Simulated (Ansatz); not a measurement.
Mulliken charges of Al₂F₂H₄O₂ (`[F][Al@H-]1[OH+][Al@@H-]([F])[OH+]1`) from ωB97M-V/def2-TZVPP in Ansatz (PBE0-D4/def2-TZVP geometry).

```csv
atom,x (Å),y (Å),z (Å),charge (e)
F1,0.371,-1.175,-2.273,-0.360
Al2,0.953,-0.581,-0.844,0.544
O3,-0.198,-1.074,0.506,-0.247
Al4,-0.881,0.586,0.916,0.544
F5,-2.467,0.630,0.450,-0.360
O6,0.276,1.077,-0.426,-0.230
H7,2.488,-0.710,-0.542,-0.124
H8,-0.731,-1.869,0.477,0.183
H9,-0.488,1.183,2.313,-0.124
H10,0.677,1.932,-0.575,0.172
```

Q: By hand: the dipole of these point charges (1 e Å = 4.8032 D).

A: Σ q r = (0.514, 0.148, 0.437) e Å, of length 0.691 e Å = 3.32 D.

Q: How does the dipole of the full density compare? (Estimate.)

A: Ansatz gave: (0.281, 0.119, 0.214) e Å, 1.79 D; the point charges give 1.85 times that, at 7° from its direction.

Point charges leave out the atoms' own dipoles, such as those of lone pairs, and Mulliken's split depends on the basis, so the two needn't agree.
